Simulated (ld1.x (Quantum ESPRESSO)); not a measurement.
The numbers below are computed, except where a source is named.
Hardness and transferability of assorted potentials

Generated with ld1.x 7.5 (TM, RRKJ, ultrasoft, PAW), atompaw 4.2 or ONCVPSP 4.0.1. The cutoff is in Ry: for ld1.x and atompaw files where the sum of valence levels is converged to 10 mRy in a Bessel basis, for ONCV files where the hardest occupied wave has 1 mHa per electron of residual kinetic energy. The error is the largest all-electron minus pseudo excitation energy over each file’s own four to seven test configurations (ionisations up to +4, promotions, holes and added fractions of an electron), all of which were solved. The labels leave out finer settings (local radius, basis sizes, second energies), which also bear on the numbers. Spin-polarised tests are not counted. The rows are a selection from randomly drawn settings: files with unsolved tests, undetermined cutoffs or missed reference levels are left out.

A true bound ghost makes a file unfit for plane-wave use even where its test errors are small: the radial tests pick states by their node count and pass the ghost by.

```tsv
element	potential	cutoff (Ry)	largest error (meV)	bound ghosts
B	TM, PBE, scalar-relativistic, rc 1.05/2.20/2.00 (spd), local smoothed, core correction yes, reference 2s2 2p1	45	+141	none
Fe	TM semilocal, PBEsol, scalar-relativistic, rc 2.30/2.62/1.45 (spd), local d, core correction no, reference 3d6 4s0 4p0	110	-171	none
W	TM, PBEsol, scalar-relativistic, rc 2.10/3.15/2.05 (spd), local s, core correction no, reference 5d4 6s1.75 6p0.25	30	-23	none
Pt	PAW, PBE, scalar-relativistic, rc 2.15/3.70/1.55 (spd), local smoothed, core correction yes, reference 5d9 6s1 6p0	45	-214	none
Au	TM, LDA (PZ), scalar-relativistic, rc 1.80/1.35/1.85 (spd), local d, core correction no, reference 5p6 5d10 6s0 6p0	100	-166	s
Hg	TM, BP86, scalar-relativistic, rc 2.10/2.25/2.10 (spd), local s, core correction yes, reference 5d10 6s1.75 6p0	45	-542	none
Bi	PAW, PBE, scalar-relativistic, rc 1.80/2.45/1.60 (spd), local smoothed, core correction yes, reference 5d10 6s2 6p3	55	-52	none
```

Fill in the row for Pt: ultrasoft, LDA (PZ), scalar-relativistic, rc 2.25/4.00/1.60 (spd), local smoothed, core correction yes, reference 5d9 6s1 6p0.

cutoff 40 Ry, largest error -263 meV, bound ghosts: none.
